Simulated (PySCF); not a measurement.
M06-L on W- (tungsten, charge -1), [Xe] 4f14 5d5 6s2, high-spin 6S determinant. Calculation: PySCF 2.14, in def2-QZVPPD with the def2 core potential (60 electrons) (7s6p4d3f2g, 84 functions); scalar relativity through the core potential.

```
cycle= 1 E= -66.9983373794705  delta_E= -0.0161  |g|= 0.0348  |ddm|= 1.93
cycle= 2 E= -66.998833300873  delta_E= -0.000496  |g|= 0.0362  |ddm|= 0.356
cycle= 3 E= -66.9995541489324  delta_E= -0.000721  |g|= 0.00906  |ddm|= 0.0872
cycle= 4 E= -66.9996152171146  delta_E= -6.11e-05  |g|= 0.000676  |ddm|= 0.0372
cycle= 5 E= -66.9996156467984  delta_E= -4.3e-07  |g|= 0.000133  |ddm|= 0.00353
cycle= 6 E= -66.9996156640509  delta_E= -1.73e-08  |g|= 8.48e-06  |ddm|= 0.000637
cycle= 7 E= -66.9996156641334  delta_E= -8.25e-11  |g|= 1.26e-06  |ddm|= 5.35e-05
converged SCF energy = -66.9996156641334  <S^2> = 8.7896433  2S+1 = 6.0131999
```

Highest occupied orbital energy: 1.891 eV; ⟨L²⟩ = 0.00; populations by l: s 4.00, p 6.00, d 5.00, f 0.00.

(1) Can this result be used?

Answers

(1) With care. The calculation finished and met its thresholds. Energies and moments cover only the electrons outside the core potential. Spin-orbit coupling, which splits the p, d and f shells strongly at this Z, is absent. At M06-L the highest occupied level has a positive energy, so only the finite basis holds that electron; in a semilocal or global hybrid functional this comes from self-interaction and does not mean that the real anion is unbound.
